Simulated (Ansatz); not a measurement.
Abridged output of a molecular run in Ansatz:

```
Functional definition: HF
1119 factors; integrals over basis functions are off by at most 1.2e-3 eV
mean field evaluation 1: about -12344.0501 eV, gradient 3.5e1 eV
mean field evaluation 2: about -12344.2542 eV, gradient 3.5e1 eV
mean field evaluation 4: about -12347.2713 eV, gradient 4.3e0 eV
mean field evaluation 8: about -12347.3545 eV, gradient 5.2e-1 eV
mean field evaluation 16: about -12347.3585 eV, gradient 2.4e-6 eV
mean field -12347.35846756 eV, -453.7570543427 hartree, gradient 2.4e-6 eV, S^2 0.000000; 0 other end points of the search recorded, 0 dependent functions left out
8 core orbitals not correlated: weight in the atoms' cores, before any rotation towards them, 1.000 or more for the frozen orbitals, at most 0.000 for the correlated occupied ones
reference -12347.35846756 eV, -453.7570543427 hartree; 19, 19 occupied and 75, 75 virtual orbitals, 1119 factors
second order -19.44398214 eV of doubles, -0.00000000 eV of singles
cycle   1  -19.59604736 eV  change   -1.5e-1 eV  update   1.2e-1
cycle   2  -20.15725007 eV  change   -5.6e-1 eV  update   3.8e-2
cycle   3  -20.30687305 eV  change   -1.5e-1 eV  update   2.2e-2
cycle   4  -20.30443590 eV  change    2.4e-3 eV  update   6.2e-3
cycle   5  -20.30257354 eV  change    1.9e-3 eV  update   3.7e-3
cycle   6  -20.30316652 eV  change   -5.9e-4 eV  update   1.4e-3
cycle   7  -20.30249612 eV  change    6.7e-4 eV  update   7.3e-4
cycle   8  -20.30229060 eV  change    2.1e-4 eV  update   2.5e-4
cycle   9  -20.30236469 eV  change   -7.4e-5 eV  update   1.1e-4
cycle  10  -20.30237548 eV  change   -1.1e-5 eV  update   3.0e-5
perturbative correction -0.79842224 eV, -0.0293414762 hartree
Total energy: -12368.45926528 eV, -454.5324943563 hartree
```

Its atoms:

Cartesian coordinates in Å:
```
N -1.6525 1.3583 -0.2148
C -0.6518 0.6110 -0.3047
N -0.0890 -0.1402 0.6771
C 1.0470 -0.8815 0.2000
Te 0.8083 -0.0508 -1.7797
H -1.9083 1.8317 -1.0701
H -0.4593 -0.1702 1.6159
H 1.9928 -0.5947 0.6612
H 0.9127 -1.9637 0.2152
```

Task: Which basis set was used?
A. def2-TZVPPD
B. def2-SVP
C. cc-pV(T+d)Z
D. def2-TZVPP

Result: B. It gives 102 functions.

Task: Write the keys of the input that set method, charge and spin (a neutral closed shell needs none for the last two).

Result: 
```yaml
correlation: {method: ccsd_t}
```
